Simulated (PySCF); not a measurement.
Computed shifts of a molecule C3H10OSi, PBE0/pcSseg-1 (PySCF), GIAO, gas phase, equivalent atoms averaged, in ppm (number of nuclei): ²⁹Si: -2.1 (1). ¹³C: 20.7 (1), 20.1 (1), 17.6 (1). ¹H: 5.17 (1), 4.68 (1), 1.47 (3), 1.17 (3), 0.97 (1), 0.74 (1). References: ²⁹Si against TMS (σ = 352.7 ppm); ¹⁷O against H2O (σ = 334.2 ppm); ¹³C against TMS (σ = 186.3 ppm); ¹H against TMS (σ = 31.56 ppm), references at their B3LYP-D3(BJ)/def2-TZVP geometries, non-relativistic. The structure is a stationary point at B3LYP-D3(BJ)/def2-SVP. Other conformers were not sampled.

Question: Identify the compound among the candidates.
A. CC(C)[SiH2]O
B. C[C@@H](O)C[SiH3]
C. CCO[SiH2]C
D. C[C@@H]([SiH3])CO

Answer: A, CC(C)[SiH2]O
